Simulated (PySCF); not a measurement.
Cu¹⁹⁺ (copper, charge +19): Hartree-Fock from Schrödinger to Dirac-Coulomb-Breit

Occupied: 1s1/2, 2s1/2, 2p1/2, 2p3/2. Hartree-Fock calculated with PySCF 2.14 in an even-tempered Gaussian basis (17 s from 1.5 bohr⁻², ratio 2.7; 12 p from 1.8 bohr⁻², ratio 2.7), Gaussian nucleus throughout. NR is non-relativistic, sf-X2C the spin-free one-electron X2C Hamiltonian, X2C adds the bare one-electron spin-orbit term, X2C-SNSO screens it by Boettger's factors, DC is four-component Dirac-Coulomb, and the Gaunt and Breit terms are added at first order (total energies over the DC spinors, levels after relaxing the spinors in that mean field). QED terms are absent. Levels marked empty are virtual spinors of this ion.

```tsv
Hamiltonian	E (hartree)	E − E(DC) (hartree)	CPU seconds
NR	-1443.2924	13.8909	0.33
sf-X2C	-1456.9140	0.2694	0.19
X2C	-1456.9582	0.2252	0.24
X2C-SNSO	-1456.9522	0.2312	0.23
DC	-1457.1834	0.0000	11
DC+Gaunt	-1456.5021	0.6813	19
DC+Breit	-1456.5589	0.6245	55
```

Give the 3p spin-orbit interval with each Hamiltonian that has one.

X2C 5.006; X2C-SNSO 4.656; DC 4.626; DC+Gaunt 4.509; DC+Breit 4.509 (eV).

```json
{"level (eV)": "1s1/2", "NR": "-9705.4", "sf-X2C": "-9808.7", "X2C": "-9808.6", "X2C-SNSO": "-9808.6", "DC": "-9813.2", "DC+Gaunt": "-9801.9", "DC+Breit": "-9802.5"}
{"level (eV)": "2s1/2", "NR": "-1826.2", "sf-X2C": "-1851.4", "X2C": "-1851.3", "X2C-SNSO": "-1851.3", "DC": "-1851.8", "DC+Gaunt": "-1850.9", "DC+Breit": "-1850.9"}
{"level (eV)": "2p1/2", "NR": "-1691.9", "sf-X2C": "-1698.6", "X2C": "-1714.3", "X2C-SNSO": "-1713.2", "DC": "-1713.4", "DC+Gaunt": "-1711.7", "DC+Breit": "-1711.9"}
{"level (eV)": "2p3/2", "NR": "-1691.9", "sf-X2C": "-1698.6", "X2C": "-1691.0", "X2C-SNSO": "-1691.6", "DC": "-1691.9", "DC+Gaunt": "-1690.7", "DC+Breit": "-1690.9"}
{"level (eV)": "3s1/2 (empty)", "NR": "-662.91", "sf-X2C": "-669.52", "X2C": "-669.52", "X2C-SNSO": "-669.52", "DC": "-669.61", "DC+Gaunt": "-669.39", "DC+Breit": "-669.42"}
{"level (eV)": "3p1/2 (empty)", "NR": "-623.14", "sf-X2C": "-625.61", "X2C": "-628.98", "X2C-SNSO": "-628.75", "DC": "-628.77", "DC+Gaunt": "-628.40", "DC+Breit": "-628.46"}
{"level (eV)": "3p3/2 (empty)", "NR": "-623.14", "sf-X2C": "-625.61", "X2C": "-623.98", "X2C-SNSO": "-624.09", "DC": "-624.14", "DC+Gaunt": "-623.89", "DC+Breit": "-623.95"}
```

Weight of the small component: 1s1/2 0.0110, 2s1/2 0.00216, 2p1/2 0.00212, 2p3/2 0.00208, 3s1/2 0.000714, 3p1/2 0.000690, 3p3/2 0.000684.

Koopmans' value for the highest occupied level at DC+Breit: 1690.9 eV, against an ionisation energy of 1690.5 ± 0.9 eV (semi-empirical (NIST evaluation); NIST Atomic Spectra Database, ionization energies); the former lacks relaxation, correlation, QED and recoil.

The whole ladder took 88 s of wall time on 1 thread of Neoverse-N1 (shared host), launched as `OMP_NUM_THREADS=1 python relrun2.py TASK.json OUT` (a driver that calls PySCF for each Hamiltonian).

Dirac-Coulomb iterations, started from the X2C spinors:

```
with_ssss True, with_gaunt False, with_breit False
light speed = 137.03599967994
init E= -1456.03393695443
cycle= 1 E= -1457.18334733738  delta_E= -1.15  |g|= 0.211  |ddm|= 0.0223
cycle= 2 E= -1457.18337768516  delta_E= -3.03e-05  |g|= 0.00396  |ddm|= 0.00161
cycle= 3 E= -1457.18337782862  delta_E= -1.43e-07  |g|= 0.000298  |ddm|= 0.000153
cycle= 4 E= -1457.18337782946  delta_E= -8.45e-10  |g|= 1.47e-06  |ddm|= 9.98e-06
```
